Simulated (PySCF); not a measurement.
C8H10Ge.
Numbering: `[CH2:1]=[CH:2][c:3]1[cH:4][cH:5][cH:6][c:7]([GeH3:8])[cH:9]1` (hydrogens: H10, H11 on C1; H12 on C2; H13 on C4; H14 on C5; H15 on C6; H16, H17, H18 on Ge8; H19 on C9)

Geometry (PBE0-D3(BJ)/def2-SVP, Å), atoms numbered from 1 in this order:
```
atom  x, y, z in Å
C1     3.3593   -1.0587   -0.2352
C2     2.0627   -1.2597    0.0277
C3     0.9796   -0.2701   -0.0315
C4     1.2005    1.0931   -0.2820
C5     0.1369    1.9861   -0.3350
C6    -1.1703    1.5401   -0.1372
C7    -1.4239    0.1876    0.1206
Ge8   -3.2403   -0.4512    0.4129
C9    -0.3422   -0.6973    0.1704
H10    4.0809   -1.8750   -0.1571
H11    3.7526   -0.0846   -0.5383
H12    1.7441   -2.2682    0.3157
H13    2.2178    1.4610   -0.4326
H14    0.3268    3.0443   -0.5310
H15   -1.9934    2.2591   -0.1838
H16   -3.2113   -1.9841    0.5511
H17   -4.1440   -0.0563   -0.7707
H18   -3.8310    0.1645    1.6961
H19   -0.5181   -1.7593    0.3688
```

Method used: PySCF 2.14.0, PBE0-D3(BJ)/def2-SVP geometry optimisation, gas phase.

Take the most abundant isotopes and a rigid rotor. The values belong to one conformer with, in the numbering `[CH2:1]=[CH:2][c:3]1[cH:4][cH:5][cH:6][c:7]([GeH3:8])[cH:9]1`, C1–C2–C3–C4 -5°.

Q: What are A, B and C (cm⁻¹)?

A: Ia = 183.57, Ib = 946.60, Ic = 1123.66 u·Å²; 505379 MHz·u·Å²/I gives 2753, 533.9 and 449.8 MHz, that is A = 0.09183, B = 0.01781, C = 0.01500 cm⁻¹.

Q: Classify the top.

A: A near-prolate asymmetric top. Ray's parameter κ = (2B − A − C)/(A − C) = -0.927; −1 is the prolate and +1 the oblate limit.

Q: Is it planar, by Δ = Ic − Ia − Ib?

A: Not planar: Δ = Ic − Ia − Ib = -6.51 u·Å². For a rigid frame Δ = −2 Σ m c², so Σ m c² = 3.26 u·Å² lies off the ab plane: 3.18 from hydrogen and 0.07 from heavier atoms. The atom farthest from that plane is 1.29 Å away.

Q: Give the other two planar moments, Paa and Pbb, and the rms extents of the mass along the axes.

A: Paa = Σ m a² = (Ib + Ic − Ia)/2 = 943.35 and Pbb = Σ m b² = (Ia + Ic − Ib)/2 = 180.31 u·Å². With the mass M = 180.00 u, the rms extents √(P/M) along a, b and c are 2.29, 1.00, 0.13 Å.

Q: Where do the levels up to J = 2 lie, in cm⁻¹?

A: Above 0(0,0):
J = 1: 1(0,1) 0.0328, 1(1,1) 0.1068, 1(1,0) 0.1096
J = 2: 2(0,2) 0.0984, 2(1,2) 0.1697, 2(1,1) 0.1781, 2(2,1) 0.4001, 2(2,0) 0.4002

Q: Predict some low-J microwave lines.

A: The dipole components are |μa| = 0.60 D, |μb| = 0.30 D, |μc| = 0.00 D. The squared components, which scale the intensities, stand as 1.00 : 0.25 : 0.00 (a : b : c). Some lines, for components of 0.1 D or more:

| type | branch | J(Ka,Kc) | MHz | lower level (cm⁻¹) |
| --- | --- | --- | --- | --- |
| a | R | 1(0,1) ← 0(0,0) | 984 | 0.000 |
| a | R | 2(1,2) ← 1(1,1) | 1883 | 0.107 |
| a | R | 2(0,2) ← 1(0,1) | 1965 | 0.033 |
| a | R | 2(1,1) ← 1(1,0) | 2051 | 0.110 |
| b | Q | 1(1,0) ← 1(0,1) | 2303 | 0.033 |
| b | Q | 2(1,1) ← 2(0,2) | 2390 | 0.098 |
| b | R | 1(1,1) ← 0(0,0) | 3203 | 0.000 |
| b | R | 2(1,2) ← 1(0,1) | 4102 | 0.033 |
| b | Q | 2(2,0) ← 2(1,1) | 6660 | 0.178 |
| b | Q | 2(2,1) ← 2(1,2) | 6910 | 0.170 |
| b | R | 2(2,1) ← 1(1,0) | 8709 | 0.110 |
| b | R | 2(2,0) ← 1(1,1) | 8795 | 0.107 |

No frequency check. Constants of a rigid frame at the computed geometry: no zero-point averaging, no centrifugal distortion. A rigid rotor knows nothing of internal rotation, which can split or shift real lines.
